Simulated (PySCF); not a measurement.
Structure problem from calculated spectra and properties.

Formula: C4H7F3S2Si.

- Rotational structure: rotational constants A, B, C: 1.534, 0.501, 0.432 GHz [GFN2-xTB]
- 1H NMR: chemical shifts (computed TMS as zero) by class: 5.46 (1 H), 0.62 (6 H) ppm [GIAO PBE0/pcSseg-1]
- 13C NMR: chemical shifts (computed TMS as zero) by class: 236.6 (1 C), 124.9 (1 C), -2.7 (2 C) ppm [GIAO PBE0/pcSseg-1]
- Dipole: 4.75 D [PBE0/pcSseg-1]
- NMR, other nuclei: isotropic shieldings of nuclei other than C and H, by class: 247 (3 F), 342 (1 Si), -393 (1 S), 236 (1 S) ppm [GIAO PBE0/pcSseg-1]

The electronic properties come from PySCF, for the isolated species, density fitting. Levels stand in brackets. Isolated species at its GFN2-xTB geometry (one conformer only). Each NMR value is the plain mean over a class of atoms that symmetry, rotation or inversion makes alike.

Task: What is the compound? Reason from the data.

Result: Numbering: `[CH3:1][SiH:2]([CH3:3])[S:4][C:5](=[S:6])[C:7]([F:8])([F:9])[F:10]`. Its formula, C4H7F3S2Si, gives 1 degree of unsaturation: 0 rings and 1 π bond in the structure found. 4 carbons fall into 3 classes; from least to most shielded: thiocarbonyl carbon [C5] (236.6 ppm), CF3 carbon [C7] (124.9 ppm), Si-methyl carbon [C1/C3] (-2.7 ppm, 2 C). Hydrogen classes from least to most shielded: 1 H on an SiH silicon, Si2 (5.46 ppm), 6 H on 2 Si-methyl carbons, C1/C3 (0.62 ppm, a mean of values up to 1.2 ppm apart in this geometry). The other shieldings belong to: 247 ppm, fluorine of a CF3 group [F8/F9/F10]; 342 ppm, SiH silicon [Si2]; -393 ppm, thiocarbonyl sulfur [S6]; 236 ppm, sulfur bonded to C and Si [S4]. The optimised geometry has point group C1 and is an asymmetric top. Structure: `C[SiH](C)SC(=S)C(F)(F)F`. Computed isomers that give other values at the same levels: `FC(F)(F)C[C@H]1CS[SiH2]S1` (13C chemical shifts (computed TMS as zero) by class: 134.4 (1 C), 54.1 (1 C), 44.4 (1 C), 42.6 (1 C) ppm); `C[Si@@H]1SC[C@@H](C(F)(F)F)S1` (13C chemical shifts (computed TMS as zero) by class: 134.1 (1 C), 60.1 (1 C), 40.8 (1 C), 3.7 (1 C) ppm); `C[Si@@H]1SC[C@H](C(F)(F)F)S1` (13C chemical shifts (computed TMS as zero) by class: 133.9 (1 C), 61.1 (1 C), 39.7 (1 C), 4.7 (1 C) ppm). The assignments are read from this structure; whether some other isomer fits the data as well wasn't checked.

The values belong to the conformer `[CH3:1][SiH:2]([CH3:3])[S:4][C:5](=[S:6])[C:7]([F:8])([F:9])[F:10]`: C1–Si2–S4–C5 -71°, Si2–S4–C5–S6 1°, S4–C5–C7–F8 180°.
